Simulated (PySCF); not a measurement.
**Hg₂O at several levels of theory**

All levels use the PBE0 minimum (triplet; O–Hg 2.194 Å (×2); Hg–O–Hg 104.8°), basis [O def2-TZVP, Hg def2-TZVP with ECP60], scalar-relativistic core potentials, density fitting, no spin–orbit coupling, PySCF. For vertical energies the ionised species is a doublet (spins chosen at PBE0 and kept) and the electron-attached one a doublet. Atomisation goes to high-spin ground-configuration atoms, without zero-point energy. Open shells are unrestricted, also as the reference of the correlated levels. A dash marks a value that was not computed or is not defined at that level.

```csv
level,atomisation (kJ/mol),vertical IP (eV),vertical EA (eV),−ε(HOMO) (eV),dipole (D)
PBE0,72,8.42,2.05,6.56,1.31
HF,?,?,?,?,?
MP2,23,8.50,2.15,–,–
PBE,?,?,?,?,?
r2SCAN,115,8.51,2.11,6.01,1.25
B3LYP,63,8.47,2.22,6.42,1.30
TPSSh,80,8.25,2.02,5.98,1.29
B97-3,52,8.26,2.03,6.44,1.32
LDA,213,8.59,2.53,5.85,1.43
```

(1) Fill in the row of HF.

(2) Fill in the row of PBE.

Results:

(1) atomisation (kJ/mol) -112, vertical IP (eV) 8.29, vertical EA (eV) 0.99, −ε(HOMO) (eV) 8.47, dipole (D) 0.63.

(2) atomisation (kJ/mol) 120, vertical IP (eV) 8.25, vertical EA (eV) 2.20, −ε(HOMO) (eV) 5.58, dipole (D) 1.34.

Spin contamination in at least one species weakens the values at: HF, MP2.

Without diffuse functions attachment energies tend to come out too low.

No spin–orbit coupling is included, which matters more the heavier the element.
